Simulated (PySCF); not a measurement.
Level of theory: PBE0-D4/def2-TZVP run with PySCF. Gas-phase values, no solvent. One relaxed conformer stands for a flexible species; it need not be the lowest. Excitations are Tamm–Dancoff values on a coarser integration grid. The basis has no diffuse functions, so Rydberg states are missing or too high.

Reference species (SMILES): `[OH][Al]([OH])[OH]` (neutral, multiplicity 1).

```json
{
  "S1–T1 gap (TDA)": "0.33 eV",
  "HOMO": "-9.02 eV"
}
```

Changed species: `[Al]([OH])([Br])[Br]` (1 of 3 Br replaced by OH; the reference has 3 of 3 Br replaced by OH).

Question: What does the change do to the S1–T1 gap (TDA) and HOMO?

Answer: the S1–T1 gap (TDA) falls by 0.04 eV, to 0.29 eV; the HOMO goes up by 0.61 eV, to -8.41 eV.
